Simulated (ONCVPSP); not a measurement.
An all-electron radial function and its pseudo partner (F (Z = 9))

Columns: radius, all-electron u(r) and pseudo u(r) of the 2p shell (level -11.30 eV) of fluorine in the configuration [He] 2s2 2p5; LDA (Perdew-Wang 92), scalar-relativistic, ONCV scheme, ONCVPSP 4.0.1.

```csv
r (bohr),all-electron,pseudo
0.090,0.1176,0.0370
0.180,0.3282,0.1416
0.270,0.5289,0.2956
0.360,0.6868,0.4741
0.450,0.7969,0.6501
0.540,0.8642,0.8000
0.630,0.8971,0.9083
0.720,0.9039,0.9687
0.810,0.8919,0.9837
0.900,0.8669,0.9622
0.990,0.8334,0.9160
1.080,0.7946,0.8569
1.170,0.7529,0.7942
1.260,0.7100,0.7340
1.350,0.6671,0.6790
1.440,0.6249,0.6298
1.530,0.5840,0.5855
1.620,0.5447,0.5450
1.710,0.5073,0.5073
1.800,0.4718,0.4718
1.890,0.4383,0.4383
1.980,0.4068,0.4068
2.070,0.3772,0.3772
2.160,0.3495,0.3495
2.250,0.3237,0.3237
2.340,0.2996,0.2996
```

(1) How many radial nodes do the two functions have?

(2) At about which radius was the pseudo-wave matched?

(3) Is the pseudo-wave norm-conserving?

Results:

(1) The all-electron 2p function has n − l − 1 = 0; the pseudo-wave has 0.

(2) 1.80 bohr. The columns agree to 0.0005 from 1.62 bohr on; several derivatives are matched, so the curves merge somewhat inside the radius.

(3) Yes: the ONCV scheme keeps the norm inside the radius equal to the all-electron one, which fixes the energy derivative of the logarithmic derivative at the level.
